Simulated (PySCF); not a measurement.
dimethyl thioether (C2H6S), singlet, geometry from GFN2-xTB; DF-PBE0/STO-3G (PySCF).

PySCF was given this input:
```python
from pyscf import gto, scf, dft

mol = gto.Mole()
mol.atom = '''
    C    -0.007850    1.377404   -0.513607
    S     0.002549   -0.002333    0.664816
    C     0.003874   -1.373765   -0.523307
    H    -0.009534    2.291986    0.069400
    H     0.883687    1.332437   -1.133295
    H    -0.903678    1.324796   -1.126468
    H     0.010004   -2.292417    0.053236
    H    -0.892387   -1.324474   -1.135809
    H     0.894977   -1.316832   -1.142635
'''
mol.basis = 'sto-3g'
mol.charge = 0
mol.spin = 0
mol.verbose = 4
mol.build()

mf = dft.RKS(mol)
mf.xc = 'pbe0'
mf = mf.density_fit(auxbasis='def2-universal-jkfit')
mf.kernel()
```

What the program printed (banner, timings and long lists left out):

```
PySCF version 2.14.0

[INPUT] verbose = 4
[INPUT] num. atoms = 9
[INPUT] num. electrons = 34
[INPUT] charge = 0
[INPUT] spin (= nelec alpha-beta = 2S) = 0
[INPUT] symmetry False subgroup None
[INPUT] Mole.unit = angstrom
[INPUT] Symbol           X                Y                Z      unit          X                Y                Z       unit  Magmom
[INPUT]  1 C     -0.007850000000   1.377404000000  -0.513607000000 AA   -0.014834350078   2.602916322880  -0.970576565659 Bohr   0.0
[INPUT]  2 S      0.002549000000  -0.002333000000   0.664816000000 AA    0.004816911892  -0.004408731049   1.256320163229 Bohr   0.0
[INPUT]  3 C      0.003874000000  -1.373765000000  -0.523307000000 AA    0.007320799007  -2.596039609513  -0.988906909068 Bohr   0.0
[INPUT]  4 H     -0.009534000000   2.291986000000   0.069400000000 AA   -0.018016648872   4.331225821337   0.131146993045 Bohr   0.0
[INPUT]  5 H      0.883687000000   1.332437000000  -1.133295000000 AA    1.669926409839   2.517941008237  -2.141617168339 Bohr   0.0
[INPUT]  6 H     -0.903678000000   1.324796000000  -1.126468000000 AA   -1.707703924795   2.503501610919  -2.128716008087 Bohr   0.0
[INPUT]  7 H      0.010004000000  -2.292417000000   0.053236000000 AA    0.018904820150  -4.332040293297   0.100601459967 Bohr   0.0
[INPUT]  8 H     -0.892387000000  -1.324474000000  -1.135809000000 AA   -1.686367027122  -2.502893119107  -2.146367939816 Bohr   0.0
[INPUT]  9 H      0.894977000000  -1.316832000000  -1.142635000000 AA    1.691261417785  -2.488451832063  -2.159267210342 Bohr   0.0

nuclear repulsion = 110.920624746091
number of shells = 17
number of NR pGTOs = 75
number of NR cGTOs = 25
basis = sto-3g
ecp = {}

******** <class 'pyscf.df.df_jk.DFRKS'> ********
method = DFRKS
initial guess = minao
damping factor = 0
level_shift factor = 0
DIIS = <class 'pyscf.scf.diis.CDIIS'>
diis_start_cycle = 1
diis_space = 8
diis_damp = 0
SCF conv_tol = 1e-09
SCF conv_tol_grad = None
SCF max_cycles = 50
direct_scf = False
XC library pyscf.dft.libxc version 7.1.2
    S. Lehtola, C. Steigemann, M. J. T. Oliveira, and M. A. L. Marques,  SoftwareX 7, 1–5 (2018)
XC functionals = pbe0
    C. Adamo and V. Barone,  J. Chem. Phys. 110, 6158 (1999)
    M. Ernzerhof and G. E. Scuseria,  J. Chem. Phys. 110, 5029 (1999)
radial grids:
    Treutler-Ahlrichs [JCP 102, 346 (1995); DOI:10.1063/1.469408] (M4) radial grids

becke partition: Becke, JCP 88, 2547 (1988); DOI:10.1063/1.454033
pruning grids: <function nwchem_prune>
grids dens level: 3
symmetrized grids: False
atomic radii adjust function: <function treutler_atomic_radii_adjust>
small_rho_cutoff = 0
Set gradient conv threshold to 3.16228e-05
Initial guess from minao.
tot grids = 105968
******** <class 'pyscf.df.df.DF'> ********
auxbasis = def2-universal-jkfit
init E= -472.256265996243
  HOMO = -0.215652995060384  LUMO = 0.12232654143316  gap/eV = 9.19689
cycle= 1 E= -472.429147472559  delta_E= -0.173  |g|= 0.158  |ddm|=  3.5
  HOMO = -0.0696676772938161  LUMO = 0.288546167730648  gap/eV = 9.74750
cycle= 2 E= -472.439017112027  delta_E= -0.00987  |g|= 0.0825  |ddm|= 0.516
  HOMO = -0.111926398820273  LUMO = 0.26233253538806  gap/eV = 10.18410
cycle= 3 E= -472.441948305744  delta_E= -0.00293  |g|= 0.0242  |ddm|= 0.187
  HOMO = -0.112423492283811  LUMO = 0.259004835161615  gap/eV = 10.10708
cycle= 4 E= -472.442132233615  delta_E= -0.000184  |g|= 0.00287  |ddm|= 0.0357
  HOMO = -0.112063858406792  LUMO = 0.25963306929683  gap/eV = 10.11439
cycle= 5 E= -472.442134749598  delta_E= -2.52e-06  |g|= 6.07e-05  |ddm|= 0.00397
  HOMO = -0.11206845745839  LUMO = 0.259627345792463  gap/eV = 10.11436
cycle= 6 E= -472.442134751324  delta_E= -1.73e-09  |g|= 5.08e-06  |ddm|= 0.000143
  HOMO = -0.112069300018505  LUMO = 0.259626936748223  gap/eV = 10.11437
cycle= 7 E= -472.442134751336  delta_E= -1.24e-11  |g|= 4.57e-07  |ddm|= 1.1e-05
  HOMO = -0.112069087758748  LUMO = 0.259627101140473  gap/eV = 10.11437
Extra cycle  E= -472.442134751338  delta_E= -2.27e-12  |g|= 1.16e-07  |ddm|= 1.17e-06
converged SCF energy = -472.442134751338
```
